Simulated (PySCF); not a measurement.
Cd(F)(Et), C₂H₅CdF, SMILES C[CH2][Cd][F], PBE0/def2-SVP optimised geometry.

```
9

Cd     0.95     0.52     0.00
F      2.89     0.52     0.00
C     -1.15     0.52     0.00
C     -1.79    -0.51     0.93
H     -1.46     0.36    -1.04
H     -1.46     1.54     0.26
H     -1.50    -0.36     1.98
H     -1.52    -1.54     0.65
H     -2.89    -0.45     0.88
```

Density from PBE0/def2-TZVP, def2 effective core potentials past Kr in PySCF at that geometry. The core electrons that the potentials of Cd replace are not part of the density.

Minimum of the electron density along straight lines between bonded atoms, close to the bond critical point (lines longer than 1.1 times the sum of covalent radii, or with two minima, are not listed):

```json
[
 {"bond": "Cd1–F2", "length / Å": "1.939", "ρ at the minimum / e bohr⁻³": "0.113", "∇²ρ there / e bohr⁻⁵": "?", "position (fraction from the first atom)": "0.53"},
 {"bond": "Cd1–C3", "length / Å": "2.099", "ρ at the minimum / e bohr⁻³": "0.109", "∇²ρ there / e bohr⁻⁵": "?", "position (fraction from the first atom)": "0.53"},
 {"bond": "C3–C4", "length / Å": "1.524", "ρ at the minimum / e bohr⁻³": "?", "∇²ρ there / e bohr⁻⁵": "-0.59", "position (fraction from the first atom)": "0.50"},
 {"bond": "C3–H5", "length / Å": "1.102", "ρ at the minimum / e bohr⁻³": "0.270", "∇²ρ there / e bohr⁻⁵": "-0.89", "position (fraction from the first atom)": "0.64"},
 {"bond": "C3–H6", "length / Å": "1.102", "ρ at the minimum / e bohr⁻³": "0.270", "∇²ρ there / e bohr⁻⁵": "-0.89", "position (fraction from the first atom)": "0.64"},
 {"bond": "C4–H7", "length / Å": "1.101", "ρ at the minimum / e bohr⁻³": "0.272", "∇²ρ there / e bohr⁻⁵": "-0.91", "position (fraction from the first atom)": "0.64"},
 {"bond": "C4–H8", "length / Å": "1.101", "ρ at the minimum / e bohr⁻³": "0.272", "∇²ρ there / e bohr⁻⁵": "-0.91", "position (fraction from the first atom)": "0.64"},
 {"bond": "C4–H9", "length / Å": "1.104", "ρ at the minimum / e bohr⁻³": "0.270", "∇²ρ there / e bohr⁻⁵": "-0.90", "position (fraction from the first atom)": "0.64"}
]
```

Some entries are withheld; supply them.


- Cd1–F2, ∇²ρ there / e bohr⁻⁵: 0.66
- Cd1–C3, ∇²ρ there / e bohr⁻⁵: 0.16
- C3–C4, ρ at the minimum / e bohr⁻³: 0.243
